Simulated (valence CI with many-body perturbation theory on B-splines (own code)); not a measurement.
## Tb14+: calculated level list

Method: relativistic CI+MBPT: five valence electrons over a frozen Dirac-Fock core [Kr] 4d10, a basis of 7 s, 7 p, 7 d, 7 f, 4 g, 2 h functions for each j, with the one-electron correlation potential Σ1 (screened to all orders), the two-electron term Σ2, the three-electron term Σ3, Breit, model QED; selected single and double excitations, second order for the rest, scaled by the run's own slope (own B-spline code, finite nucleus).

No measured levels were compared; by estimate terms of the open shell hold to a few per cent of their energy, and close levels can change places; configurations with another count of f electrons can be misplaced by thousands of cm⁻¹. Among the levels kept, up to 1200 cm⁻¹ of a level comes from second order outside the variational space, and about a tenth of that is noise between levels of different J, which matters for small intervals. The lowest computed level is not the ground level that NIST lists (6H°5/2, for many ions itself from theory).

Levels 1 to 45 of 206, with energies above the lowest level, 4f4.5s 6I_7/2. "Leading %" is the weight of the configuration and term that name the level; weights of strongly mixed levels are sums over their largest components and can fall short. In the jj column 3d3/2^4 stands for four electrons in 3d with j = 3/2. Lifetimes count E1, E2, E3, M1 and M2 decay at the calculated energies, and are blank where another channel may lead or the interval is too uncertain; long ones can be off by a factor of two.

| No. | Configuration | Term | J | E (cm⁻¹) | Leading % | Lifetime | Leading jj |
| --- | --- | --- | --- | --- | --- | --- | --- |
| 1 | 4f4.5s | 6I | 7/2 | 0.0 | 95 |  | 4f5/2^3 4f7/2 5s (39 %) |
| 2 | 4f4.5s | 6I | 9/2 | 2412 | 96 | 871 ms | 4f5/2^3 4f7/2 5s (55 %) |
| 3 | 4f4.5s | 6I | 11/2 | 5268 | 97 | 398 ms | 4f5/2^3 4f7/2 5s (46 %) |
| 4 | 4f4.5s | 6I | 13/2 | 8407 | 97 | 310 ms | 4f5/2^2 4f7/2^2 5s (64 %) |
| 5 | 4f4.5s | 6I | 15/2 | 11701 | 96 | 340 ms | 4f5/2 4f7/2^3 5s (45 %) |
| 6 | 4f4.5s | 6I | 17/2 | 15069 | 94 | 562 ms | 4f5/2 4f7/2^3 5s (44 %) |
| 7 | 4f3.5s2 | 4I° | 9/2 | 19938 | 91 | 3.28 s | 4f5/2^3 5s^2 (67 %) |
| 8 | 4f4.5s | 4I | 9/2 | 20801 | 92 | 146 ms | 4f5/2^3 4f7/2 5s (44 %) |
| 9 | 4f4.5s | 6F | 1/2 | 22651 | 94 |  | 4f5/2^3 4f7/2 5s (70 %) |
| 10 | 4f4.5s | 6F | 3/2 | 23163 | 92 | 86.5 s | 4f5/2^3 4f7/2 5s (43 %) |
| 11 | 4f4.5s | 6F | 5/2 | 24241 | 90 | 8.24 s | 4f5/2^2 4f7/2^2 5s (42 %) |
| 12 | 4f4.5s | 4I | 11/2 | 25186 | 90 | 175 ms | 4f5/2^3 4f7/2 5s (49 %) |
| 13 | 4f3.5s2 | 4I° | 11/2 | 25592 | 95 | 125 ms | 4f5/2^2 4f7/2 5s^2 (87 %) |
| 14 | 4f4.5s | 6F | 7/2 | 26019 | 92 | 1.40 s | 4f5/2^3 4f7/2 5s (46 %) |
| 15 | 4f4.5s | 6S | 5/2 | 26785 | 91 | 13.7 s | 4f5/2^2 4f7/2^2 5s (47 %) |
| 16 | 4f4.5s | 6F | 9/2 | 28001 | 88 | 704 ms | 4f5/2^2 4f7/2^2 5s (46 %) |
| 17 | 4f4.5s | 4I | 13/2 | 29422 | 83 | 185 ms | 4f5/2^2 4f7/2^2 5s (58 %) |
| 18 | 4f4.5s | 6F | 11/2 | 30804 | 90 | 849 ms | 4f5/2^2 4f7/2^2 5s (46 %) |
| 19 | 4f3.5s2 | 4I° | 13/2 | 31216 | 96 | 109 ms | 4f5/2 4f7/2^2 5s^2 (75 %) |
| 20 | 4f4.5s | 6G | 3/2 | 31598 | 89 | 1.34 s | 4f5/2^3 4f7/2 5s (43 %) |
| 21 | 4f4.5s | 6G | 5/2 | 32646 | 85 | 1.12 s | 4f5/2^3 4f7/2 5s (65 %) |
| 22 | 4f4.5s | 6G | 7/2 | 33180 | 53 | 51.0 ms | 4f5/2^3 4f7/2 5s (46 %) |
| 23 | 4f4.5s | 4K | 11/2 | 33356 | 92 | 40.8 ms | 4f5/2^2 4f7/2^2 5s (55 %) |
| 24 | 4f4.5s | 4I | 15/2 | 33541 | 74 | 167 ms | 4f5/2^2 4f7/2^2 5s (38 %) |
| 25 | 4f4.5s | 4K | 13/2 | 34993 | 73 | 32.4 ms | 4f5/2^3 4f7/2 5s (46 %) |
| 26 | 4f4.5s | 6G | 9/2 | 35115 | 50 | 52.8 ms | 4f5/2^2 4f7/2^2 5s (46 %) |
| 27 | 4f3.5s2 | 4I° | 15/2 | 36725 | 93 | 173 ms | 4f5/2 4f7/2^2 5s^2 (44 %) |
| 28 | 4f4.5s | 4K | 15/2 | 37062 | 58 | 31.2 ms | 4f5/2^3 4f7/2 5s (47 %) |
| 29 | 4f4.5s | 4H | 7/2 | 37065 | 49 | 20.2 ms | 4f5/2^2 4f7/2^2 5s (43 %) |
| 30 | 4f4.5s | 6G | 11/2 | 38871 | 67 | 79.4 ms | 4f5/2^2 4f7/2^2 5s (48 %) |
| 31 | 4f4.5s | 4K | 17/2 | 39405 | 62 | 28.0 ms | 4f5/2^3 4f7/2 5s (48 %) |
| 32 | 4f4.5s | 4H | 9/2 | 40501 | 45 | 22.8 ms | 4f5/2^2 4f7/2^2 5s (59 %) |
| 33 | 4f4.5s | 4G | 5/2 | 40534 | 69 | 92.5 ms | 4f5/2^3 4f7/2 5s (68 %) |
| 34 | 4f5 | 6H° | 5/2 | 41337 | 91 | 1.75 ms | 4f5/2^4 4f7/2 (32 %) |
| 35 | 4f4.5s | 4F | 3/2 | 41695 | 84 | 656 ms | 4f5/2^3 4f7/2 5s (63 %) |
| 36 | 4f3.5s2 | 4F° | 3/2 | 41697 | 84 | 88.5 ms | 4f5/2^3 5s^2 (52 %) |
| 37 | 4f4.5s | 4L | 13/2 | 42112 | 63 | 79.0 ms | 4f5/2^3 4f7/2 5s (51 %) |
| 38 | 4f4.5s | 4D | 5/2 | 42930 | 28 | 46.7 ms | 4f5/2^4 5s (35 %) |
| 39 | 4f4.5s | 6G | 13/2 | 43042 | 89 | 157 ms | 4f5/2 4f7/2^3 5s (48 %) |
| 40 | 4f4.5s | 4S | 3/2 | 43392 | 31 | 60.7 ms | 4f5/2^3 4f7/2 5s (47 %) |
| 41 | 4f5 | 6H° | 7/2 | 43533 | 94 | 1.53 ms | 4f5/2^4 4f7/2 (44 %) |
| 42 | 4f3.5s2 | 2H° | 9/2 | 43912 | 53 | 16.7 ms | 4f5/2^2 4f7/2 5s^2 (59 %) |
| 43 | 4f4.5s | 4H | 11/2 | 44552 | 61 | 24.1 ms | 4f5/2 4f7/2^3 5s (47 %) |
| 44 | 4f4.5s | 4M | 15/2 | 44932 | 38 | 69.3 ms | 4f5/2^3 4f7/2 5s (58 %) |
| 45 | 4f3.5s2 | 4F° | 5/2 | 45056 | 90 | 51.4 ms | 4f5/2^2 4f7/2 5s^2 (70 %) |

Names give the largest LS component (configuration and term), which can be under half, so a name can repeat, a term be missing and a line seem to break the LS rules; names also repeat where a configuration has a term twice.

Where two levels of one J and parity lie close, their mixing, g and order are uncertain.

The ionisation energy to 4f4 5I_4 of the next ion comes out as 289.13 eV (NIST: 294 ± 15 eV (theoretical)). All 206 levels together are meant to be complete up to 86194 cm⁻¹.
